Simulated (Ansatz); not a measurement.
Compare A (`CC(C)CC(=O)CC(C)C`) with its isomer B (`CCCCCCCC(C)=O`).

Computed with Ansatz on PBE0-D4/def2-TZVP structures; ΔE is electronic, products minus reactants. CBS: MP2 limit from def2 TZ/QZ plus the TZ coupled-cluster correction, frozen cores. Functionals use def2-TZVPP. B3LYP here is the variant with VWN-RPA as its local correlation; programs differ in this. One conformer a species, not always the lowest.

A:

Z-matrix (Å, degrees):
```
C
C 1 1.522
H 1 1.093 2 110.9
H 1 1.091 2 111.4 3 120.1
H 1 1.095 2 110.7 3 -119.3
C 2 1.521 1 111.1 3 -178.9
C 2 1.521 1 111.0 3 57.7
H 2 1.095 1 108.0 3 -61.6
C 6 1.513 2 114.8 1 68.9
H 6 1.099 2 110.0 1 -171.4
H 6 1.097 2 110.9 1 -55.5
H 7 1.093 2 111.6 1 -177.7
H 7 1.093 2 111.0 1 -57.3
H 7 1.095 2 111.0 1 62.2
O 9 1.208 6 121.8 2 17.6
C 9 1.509 6 116.8 2 -163.3
C 16 1.532 9 114.3 6 -58.3
H 16 1.097 9 107.7 6 63.0
H 16 1.093 9 107.6 6 179.1
C 17 1.521 16 110.1 9 176.7
C 17 1.522 16 111.1 9 -59.9
H 17 1.097 16 108.3 9 59.1
H 20 1.093 17 111.1 16 -179.0
H 20 1.094 17 110.7 16 61.4
H 20 1.093 17 111.5 16 -58.5
H 21 1.093 17 112.1 16 58.4
H 21 1.093 17 111.0 16 179.1
H 21 1.094 17 110.5 16 -61.2
```

B:

```xyz
28

C     0.636    3.655   -1.210
C     1.312    2.931   -0.057
C     1.533    1.444   -0.301
C     0.253    0.636   -0.444
C     0.520   -0.853   -0.591
C    -0.725   -1.693   -0.844
C    -1.788   -1.593    0.256
C    -1.234   -1.913    1.624
C    -0.863   -3.347    1.893
O    -1.085   -1.055    2.461
H    -0.375    3.281   -1.389
H     0.556    4.727   -1.012
H     1.204    3.531   -2.137
H     2.279    3.403    0.145
H     0.717    3.059    0.855
H     2.148    1.313   -1.201
H     2.116    1.031    0.529
H    -0.317    0.984   -1.314
H    -0.377    0.813    0.435
H     1.221   -1.014   -1.417
H     1.032   -1.212    0.311
H    -1.187   -1.385   -1.788
H    -0.435   -2.740   -0.978
H    -2.204   -0.586    0.299
H    -2.602   -2.289    0.027
H    -0.162   -3.713    1.138
H    -0.419   -3.438    2.883
H    -1.754   -3.978    1.829
```

(1) Which is lower in electronic energy at CCSD(T)/CBS, and by how much? (Best estimate.)

(2) Give E(B) − E(A) in kcal/mol with B3LYP-D4, MP2/def2-TZVPP, HF/def2-TZVPP, B2PLYP, PBE-D4, CCSD(T)/def2-TZVPP, BLYP-D4. (Estimate.)

Largest T1 diagnostic: 0.011.

Answers

(1) The calculation gave: A, by 3.7 kcal/mol.

(2) Ansatz gave: B3LYP-D4 3.0, MP2/def2-TZVPP 4.4, HF/def2-TZVPP 1.7, B2PLYP 2.9, PBE-D4 3.1, CCSD(T)/def2-TZVPP 3.9, BLYP-D4 3.1. None reverses the order clearly.

The D4 term adds +1.0 kcal/mol with B3LYP and +0.5 kcal/mol with PBE0; it sums over pairs of atoms, weighted by their polarisabilities, and B3LYP, whose exchange is more repulsive, gets the larger term. Leaving LDA and LC-ωPBE aside and taking each functional with its dispersion term where it has one, the values, not all of them listed here, spread over 0.9 kcal/mol, from B2PLYP to B97M-V. LDA lies +1.7 kcal/mol from PBE without D4.
